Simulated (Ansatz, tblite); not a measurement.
Cost and result up the ladder for C₁₁H₁₄N₄ (relaxed from a model of N-butylpyridinium dicyanamide, whose bonding it doesn't keep) (29 atoms). The state is a singlet with charge 0. Geometry: PBE-D4/def2-SVP.

Cartesian coordinates in Å:
```
C 2.9644 -3.4824 0.3303
C 2.6857 -1.9866 0.4811
C 1.2146 -1.6212 0.2623
C 0.9457 -0.1211 0.4204
N -0.4496 0.2444 0.1911
C -0.8725 0.4540 -1.1685
C -2.3477 0.2752 -1.3157
C -3.1632 0.5859 -0.2650
C -2.6050 0.8874 1.0266
C -1.2659 0.6480 1.2191
H 2.3759 -4.0781 1.0587
H 4.0352 -3.7168 0.4943
H 2.6949 -3.8429 -0.6844
H 3.0002 -1.6471 1.4934
H 3.3157 -1.4129 -0.2348
H 0.5701 -2.1778 0.9773
H 0.8981 -1.9492 -0.7530
H 1.2199 0.2041 1.4452
H 1.5857 0.4654 -0.2755
H -0.2978 -0.2156 -1.8344
H -2.7388 -0.0067 -2.3032
H -4.2571 0.5635 -0.3902
H -3.2322 1.2078 1.8676
H -0.7831 0.7294 2.2049
N -0.4304 1.8599 -1.6150
C -0.8985 2.9490 -1.3433
N -1.3604 4.1020 -1.2607
C -1.3695 5.0786 -0.3793
N -1.4345 6.0038 0.3507
```

Ansatz on 4 threads of Arm Neoverse V1 on a shared host; xTB runs through tblite on one thread. Times are rough, summed over both states, and most runs start from the orbitals of an earlier one. PBE0-D4/def2-SVP serves as the yardstick here, not as an exact answer. The other state is a doublet.

The xTB rows come from tblite.

Raw xTB energies of ions are shifted by several eV.

```tsv
level	functions	wall time	vertical IE (eV)	difference from PBE0-D4/def2-SVP (eV)
GFN2-xTB	74	0.043 s	12.50	4.81
GFN1-xTB	88	0.051 s	13.16	5.47
PBE-D4/def2-SVP	280	19 s	7.50	-0.20
PBE0-D4/def2-SVP	280	39 s	7.69	0.00
```
